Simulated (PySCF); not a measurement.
# A thermochemical cycle for ZnCl

r²SCAN in PySCF with x2c-SVPall on every atom, spin-free X2C, for the lowest determinant that a PBE0 search found; no spin–orbit coupling. ZnCl, a doublet (σ ↑), has De = 2.27 eV to neutral atoms, and ZnCl⁺, a singlet (closed shell), has De = 2.64 eV to Zn⁺ + Cl.

The adiabatic ionisation energy of ZnCl, between the minima, is 9.05 eV.

Problem. Which ionisation energy of the Zn atom does this level give?

Solution. IE(Zn) = IE(molecule) + De(ion) − De(neutral) = 9.05 + 2.64 − 2.27 = 9.42 eV; the measured value is 9.394 eV (NIST ASD).

For an ion De counts to the pair picked by the measured ionisation energies or electron affinities, which need not be the lowest pair at this level. States were picked by a PBE0 search and need not be the measured ground states.
